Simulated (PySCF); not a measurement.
## Potential energy of KF⁺ along the bond

Set-up: K 3-21G, F 3-21G; no relativity (PySCF 2.14). Energies in eV from K⁺ + F in their ground configurations at the same level. State: ²Π (doublet), unpaired electrons π ↑.

All columns are PBE0. A positive dipole points towards F; it is taken about the centre of mass and depends on that origin.

| R (Å) | E (eV) | μ (D) | Mulliken charge on K (basis-dependent) | HOMO (eV) | LUMO (eV) | Mayer bond order | ⟨S²⟩ |
| --- | --- | --- | --- | --- | --- | --- | --- |
| 2.562 | -0.213 | -3.83 | 0.95 | -16.64 | -10.82 | 0.09 | 0.75 |
| 2.681 | -0.255 | -4.00 | 0.95 | -16.43 | -10.60 | 0.10 | 0.75 |
| 2.800 | -0.277 | -4.18 | 0.95 | -16.23 | -10.39 | 0.10 | 0.75 |
| 2.890 | -0.284 | -4.31 | 0.95 | -16.08 | -10.24 | 0.10 | 0.75 |
| 2.979 | -0.286 | -4.44 | 0.95 | -15.94 | -10.10 | 0.10 | 0.75 |
| 3.068 | -0.283 | -4.58 | 0.95 | -15.80 | -9.95 | 0.10 | 0.75 |
| 3.188 | -0.275 | -4.76 | 0.95 | -15.62 | -9.77 | 0.09 | 0.75 |
| 3.337 | -0.258 | -5.00 | 0.95 | -15.41 | -9.55 | 0.09 | 0.75 |
| 3.515 | -0.232 | -5.29 | 0.96 | -15.16 | -9.30 | 0.08 | 0.75 |
| 3.753 | -0.194 | -5.68 | 0.97 | -14.84 | -8.99 | 0.07 | 0.75 |

A fit through these points gives, at Re = 2.967 Å, μ = -4.43 D and dμ/dR = -1.51 D/Å; the reduced mass is 12.77 u.

Question: How strong is the fundamental in the double-harmonic approximation, I = 42.26·(dμ/dR)²/μred km/mol?

Answer: I = 42.26·(-1.51)²/12.77 = 7.55 km/mol at PBE0.

The bond is weak. Basis-set superposition, not corrected here, can be much of De in a small basis, most of all at correlated wavefunction levels. For an ion De counts to the pair picked by the measured ionisation energies or electron affinities, which need not be the lowest pair at this level. 3-21G is very small, so such numbers show the basis as much as the molecule. The state is the lowest determinant that a PBE0 search found; another state may lie lower at other levels.
